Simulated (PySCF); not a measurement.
These are PBE-D3(BJ)/def2-TZVP // PBE0-D3(BJ)/def2-SVP in PySCF values and carry that method's errors. All species are isolated molecules in the gas phase. Excitations are Tamm–Dancoff values on a coarser integration grid. The basis has no diffuse functions, so Rydberg states are missing or too high.

Reference species (SMILES): `[SiH3]c1c(Cl)ccc2ccsc12` (neutral, multiplicity 1).

```yaml
T1 excitation (TDA): 3.13 eV
S1–T1 gap (TDA): 0.96 eV
```

Changed species: `Clc1c2c(cc(c1)[SiH3])scc2`.

Q: Give the shifts of the T1 excitation (TDA) and S1–T1 gap (TDA).

A: the T1 excitation (TDA) stays essentially unchanged; the S1–T1 gap (TDA) stays essentially unchanged.
